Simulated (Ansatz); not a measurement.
`[OH][Ge]([OH])([SH])[SH]` and `OC(O)(S)S` differ in one element.

Ansatz, PBE0-D4/def2-TZVP geometries, multiplicity 1. Each molecule was computed in one conformer, which needn't be the lowest.

Scalar relativity is left out up to krypton.

| property | `[OH][Ge]([OH])([SH])[SH]` |
| --- | --- |
| HOMO–LUMO gap (ωB97M-V/def2-TZVPP) / eV | 11.16 |
| ideal-gas entropy at 298 K and 1 bar (rigid rotor, harmonic PBE0-D4/def2-TZVP) / J/(mol·K) | 386 |
| HOMO energy (B3LYP/def2-TZVPP) / eV | -7.41 |
| LUMO energy (ωB97M-V/def2-TZVPP) / eV | 1.30 |
| size of the dipole moment (ωB97M-V/def2-TZVPP) / D | 0.06 |
| HOMO energy (PBE/def2-TZVPP) / eV | -6.39 |

Give the same properties after the change, and the shifts. (An estimate is asked.)

The calculation gave: 
```
                                                                                  property  `OC(O)(S)S`  shift
                                                   HOMO–LUMO gap (ωB97M-V/def2-TZVPP) / eV        10.78  -0.38
ideal-gas entropy at 298 K and 1 bar (rigid rotor, harmonic PBE0-D4/def2-TZVP) / J/(mol·K)          330    -56
                                                       HOMO energy (B3LYP/def2-TZVPP) / eV        -6.67   0.74
                                                     LUMO energy (ωB97M-V/def2-TZVPP) / eV         1.68   0.38
                                        size of the dipole moment (ωB97M-V/def2-TZVPP) / D         0.82   0.76
                                                         HOMO energy (PBE/def2-TZVPP) / eV        -5.66   0.73
```

With PBE0 the HOMO rises by 0.76 eV and the LUMO rises by 0.34 eV, so the gap narrows by about 0.42 eV. PBE moves the HOMO by 0.73 eV and ωB97M-V by 0.76 eV. Dipoles are sizes alone; their direction can turn.

Positive LUMOs are unbound, so they and the gaps depend on the basis.

B3LYP here is the variant with VWN-RPA as its local correlation; programs differ in this.
